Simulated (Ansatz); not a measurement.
BrH4NOSi, SMILES `N[SiH](O)Br` at its PBE0-D4/def2-TZVP geometry, where that method's forces vanish. Total charge 0; spin multiplicity 1.

```tsv
atom	x (Å)	y (Å)	z (Å)
N1	-0.316	-0.991	0.628
Si2	-0.159	0.522	-0.131
O3	1.402	0.990	-0.210
Br4	-1.069	0.230	-2.143
H5	-1.027	-1.642	0.343
H6	-0.020	-1.133	1.580
H7	-0.838	1.671	0.496
H8	2.027	0.353	-0.563
```

(1) For each bond, give half the difference of the two atoms' forces along it (eV/Å; positive pushes the atoms apart) under PBE-D4, r2SCAN-D4, B3LYP-D4, ωB97M-V in def2-TZVPP. (An estimate is asked.)

Results:

(1) Computed: 
```tsv
bond	length (Å)	PBE-D4	r2SCAN-D4	B3LYP-D4	ωB97M-V
N1–Si2	1.699	0.04	0.00	0.08	0.08
N1–H5	1.006	0.17	0.01	-0.02	-0.02
N1–H6	1.007	0.17	0.02	-0.03	-0.03
Si2–O3	1.631	0.32	0.05	0.11	0.11
Si2–Br4	2.227	0.07	0.04	0.18	-0.01
Si2–H7	1.475	0.01	-0.05	-0.18	-0.22
O3–H8	0.960	0.34	0.02	-0.02	-0.06
```

B3LYP here is the variant with VWN-RPA as its local correlation; programs differ in this.
